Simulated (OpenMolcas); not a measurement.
# Cr4+ in a ligand field

Cr4+ with 5 ligands (fluoride, chloride on the axis) in trigonal bipyramidal coordination (D3h) at 1.85 Å, the axial distance 2.307 Å. A charge of +0.2 e stands 3.2 Å behind each ligand. Ligand basis ANO-RCC-VDZP.

```yaml
Program: OpenMolcas
Method: "SS-CASPT2, IPEA 0.25 Eh, imaginary shift 0.1 Eh (closed shells correlated: 3s 3p and the ligand valence shells)"
Basis: ANO-RCC-VTZP [6s5p3d2f1g]
Scalar_Hamiltonian: DKH2, point nucleus
Active_space: 2 electrons in 5 orbitals (3d)
State_averaging: 2S+1 = 3 even, 10 roots; 2S+1 = 1 even, 15 roots
Spin-orbit_coupling: RASSI with atomic mean-field integrals over the reference wave functions
```

The lowest spin-free states (labels of D3, the rotations of D3h), above the lowest:

| State | Degeneracy | E (cm-1) |
| --- | --- | --- |
| 3A2 | 1 | 0 |
| 3A1 | 1 | 6380 |
| 3A2 | 1 | 6470 |
| 3E | 2 | 9390 |
| 1E | 2 | 9600 |
| 1A1 | 1 | 13770 |
| 1E | 2 | 14070 |
| 1A1 | 1 | 19750 |
| 1A2 | 1 | 20030 |
| 3A2 | 1 | 27240 |
| 3E | 2 | 29590 |
| 1E | 2 | 30840 |
| 3E | 2 | 32690 |
| 1E | 2 | 33470 |
| 1A1 | 1 | 36270 |
| 1E | 2 | 39890 |
| 1A1 | 1 | 59890 |

The lowest levels with spin-orbit coupling:

```csv
E (cm-1),Degeneracy,Label,2S+1,g
0,1,A1,3,
13,2,E,3,0.00 0.00 4.00
6030,2,E,3,0.00 0.00 0.98
6400,1,A2,3,
6490,1,A1,3,
6840,2,E,3,0.00 0.00 8.97
9310,1,A2,3,
9320,1,A1,3,
9390,2,E,3,0.00 0.00 1.27
9470,2,E,3 (79 %),0.00 0.00 4.97
9690,2,E,1 (79 %),0.00 0.00 4.09
13800,1,A1,1,
14120,2,E,1,0.00 0.00 1.10
19770,1,A1,1,
20050,1,A2,1,
27250,1,A1,3,
27270,2,E,3,0.00 0.00 4.00
29480,1,A2,3,
29480,1,A1,3,
29620,2,E,3,0.00 0.00 1.80
```

Electric-dipole absorption from the lowest level at this geometry, strongest bands:

```json
{"E (cm-1)": "6400", "λ (nm)": "1560", "Label": "A2", "f": "2.27e-04"}
{"E (cm-1)": "29750", "λ (nm)": "336", "Label": "E", "f": "2.16e-06"}
{"E (cm-1)": "32720", "λ (nm)": "306", "Label": "E", "f": "2.78e-04"}
```

Powder χT (cm3 K/mol): 0.19 at 2 K, 0.731 at 10 K, 0.918 at 50 K, 0.933 at 100 K, 0.948 at 200 K, 0.962 at 300 K. The effective moment at 300 K is 2.828 √(χT) = 2.77 μB.

The lowest level has 2S+1 = 3, for which the spin-only value is χT = S(S+1) / 2 = 1.000 cm3 K/mol (g = 2). The computed 0.962 at 300 K differs by -0.038, through orbital momentum, spin-orbit coupling and any other state in reach.

Roots that are degenerate in the reference are averaged as groups; the widest CASPT2 spread within a group is 170 cm-1 (the 2-fold group of multiplicity 1 near 30800 cm-1 above the lowest state of its run). Shifts and gaps below about the spread of the groups concerned are not significant. Over all roots computed the reference weight is 0.67 to 0.69; a low but even weight reflects the number of correlated electrons. The least metal-like active orbital is 74 % on the metal (Löwdin) and no ligand orbital is active, so the numbers are rough. Ligand-to-metal charge-transfer states are missing. With no ligand orbital active B as a rule stays too high, so bands that hang on it stand too high and its fall with covalency is understated. The distance lies 3 % over the 1.8 Å that this model takes as the normal distance (a Shannon-type radius plus a fixed donor radius); by an R⁻⁵ law this alone changes a d-shell field by about -13 %. No measured value stands beside these numbers; the geometry is a model, was not optimised and need not be the one that this ion takes.

The CASPT2 steps took 4.1 min on 1 thread of Arm Neoverse V1, with other jobs on the host; the integral step is not counted.

With an even number of electrons the g values are those of a degenerate or nearly degenerate non-Kramers pair.
